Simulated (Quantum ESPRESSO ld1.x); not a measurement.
Results of a calculation; reference values are marked as such.
Q: The mean radii <r> (bohr) of the occupied orbitals of an atom or ion are listed with their occupations. Level of theory: non-relativistic Kohn-Sham, LDA (Slater exchange, Perdew-Zunger correlation), spin-polarised, spherical densities, point nucleus (ld1.x of Quantum ESPRESSO 7.5).

| orbital | occ. | <r> |
|---|---|---|
| 1s up | 1 | 0.04374 |
| 1s down | 1 | 0.04374 |
| 2s up | 1 | 0.1939 |
| 2s down | 1 | 0.1939 |
| 2p up | 3 | 0.1672 |
| 2p down | 3 | 0.1672 |
| 3s up | 1 | 0.5550 |
| 3s down | 1 | 0.5556 |
| 3p up | 3 | 0.5570 |
| 3p down | 3 | 0.5578 |
| 3d up | 5 | 0.5540 |
| 3d down | 4 | 0.5557 |

Name the element and its charge. Open shells, if any, are filled with parallel spins first.

A: Z = 35, bromine, charge +8: Br8+ in [Ar] 3d9. The 1s radius gives Z: for a bare nucleus <r> = 1.5/Z, 0.04286 bohr for Z = 35, and screening makes it slightly larger (0.04374 here). The occupations add up to 27, and the charge is Z minus that.
